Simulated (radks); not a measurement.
Problem. Spherical quantum dot in the effective-mass picture: electrons in a hard-walled sphere of radius 10.8, all in effective atomic units (hartree* = m*/eps^2 hartree, bohr* = eps/m* bohr), one dielectric constant everywhere. Calculated with a radial shooting solver with Libxc functionals: non-relativistic Kohn-Sham, LDA (Slater exchange, Perdew-Wang correlation), spin-polarised, spherical densities. Levels are named by radial order and angular momentum (1s, 1p, 1d, 2s, ...), and open shells are averaged over m. At N = 13 the configuration is 1s2 1p6 1d(up 5, down 0). Does electron 14 go into 1f down or 1f up or 1d down?

Solution. Into 1d down. The total energies of the other choices lie higher by 0.0268 hartree* (1f up), 0.0481 hartree* (1f down).
